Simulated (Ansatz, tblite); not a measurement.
Forces on Sn(CN)H3 (CH3NSn) at its PBE-D4/def2-TZVP geometry. Charge 0, multiplicity 1.

In the def2 sets Sn takes a core potential; there is no spin–orbit coupling. The xTB rows come from tblite.

GFN1-xTB (tblite), largest force 1.93 eV/Å:

```xyz
6
positions Å, forces eV/Å
Sn    0.387   -0.321   -0.432   -0.037    0.031    0.040
C    -0.856    0.709    0.952   -0.824    0.681    0.930
N    -1.536    1.272    1.713    1.123   -0.929   -1.262
H     1.922   -0.448    0.305   -0.607    0.028   -0.337
H     0.423    0.632   -1.849    0.014   -0.418    0.555
H    -0.340   -1.844   -0.689    0.331    0.607    0.075
```

GFN2-xTB (tblite), largest force 2.79 eV/Å:

```
Sn -0.087 0.072 0.095
C -1.372 1.135 1.544
N 1.625 -1.345 -1.824
H -0.358 0.020 -0.191
H 0.003 -0.240 0.328
H 0.188 0.357 0.049
```

PBE0-D4/def2-TZVP (Ansatz), largest force 1.56 eV/Å:

```
Sn -0.010 0.008 0.009
C -0.784 0.648 0.884
N 0.907 -0.751 -1.020
H -0.163 0.020 -0.063
H -0.014 -0.087 0.152
H 0.063 0.160 0.037
```
